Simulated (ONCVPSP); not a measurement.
# Transferability test, ONCV potential for terbium (Tb)

ONCVPSP 4.0.1 input, shortened (lines: element, Z, core and valence counts, functional; n l f; lmax; l rc ep ncon nbas qcut; lloc lpopt rc5 dvloc0; l nproj debl; icmod fcfact rcfact), PBE, fully relativistic:

```
  Tb 65.00   10    4        4      upf
    1    0    2.00
    2    0    2.00
    2    1    6.00
    3    0    2.00
    3    1    6.00
    3    2   10.00
    4    0    2.00
    4    1    6.00
    4    2   10.00
    4    3    8.00
    5    0    2.00
    5    1    6.00
    5    2    1.00
    6    0    2.00
    2
    0    1.90    0.00    3    7    7.40
    1    1.94    0.00    3    6    6.50
    2    2.56    0.00    4    7    4.30
    4    3    1.58    3.00
    0    2    1.10
    1    2    1.20
    2    2    2.20
    3    1.75    1.70
```

Open shells are filled in proportion to 2j + 1.

Energies are relative to the spin-unpolarised reference configuration 5s2 5p6 5d1 6s2; without spin polarisation the order of configurations can differ from experiment. Not all tests gave a result: 1 of 4 tests not solved or not reliable.

| valence configuration | charge | ΔE all-electron (eV) | error AE − PS (meV) |
| --- | --- | --- | --- |
| 5s2 5p6 5d1 6s1 | +1 | 6.744 | +0.6 |
| 5s2 5p6 5d1 6s0 | +2 | 19.008 | +2.0 |
| 5s2 5p6 5d1 6s1 6p1 | 0 | 2.928 | -0.7 |

Levels in the configuration 5s2 5p6 5d1 6s1:

| level | all-electron (eV) | pseudo (eV) |
| --- | --- | --- |
| 5s j=1/2 | -57.581 | -57.617 |
| 5p j=3/2 | -32.902 | -32.926 |
| 5p j=1/2 | -37.567 | -37.596 |
| 5d j=5/2 | -8.208 | -8.215 |
| 5d j=3/2 | -8.533 | -8.541 |
| 6s j=1/2 | -9.403 | -9.402 |

Note: ghosts flagged at negative energy: p3/2 at -918.1 eV; GHOST(+) flagged for d3/2 at 99.0 eV. A true bound ghost makes a file unfit for plane-wave use.
